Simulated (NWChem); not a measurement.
System: ZrH$_{3}$F; SMILES [ZrH3][F]

Computed with NWChem. Coordinates come from a PBE0/def2-SVP optimisation. def2 effective core potentials on Zr; no spin-orbit coupling. Level: PBE0/def2-SVPD; rows give the wavelength of the field.

```json
[
 {"field": "static", "isotropic polarisability (bohr³)": "48.9", "anisotropy (bohr³)": "5.7"},
 {"field": "1065 nm", "isotropic polarisability (bohr³)": "___", "anisotropy (bohr³)": "5.9"},
 {"field": "589 nm", "isotropic polarisability (bohr³)": "51.8", "anisotropy (bohr³)": "6.6"}
]
```

Complete the blanks.


- 1065 nm, isotropic polarisability (bohr³): 49.7
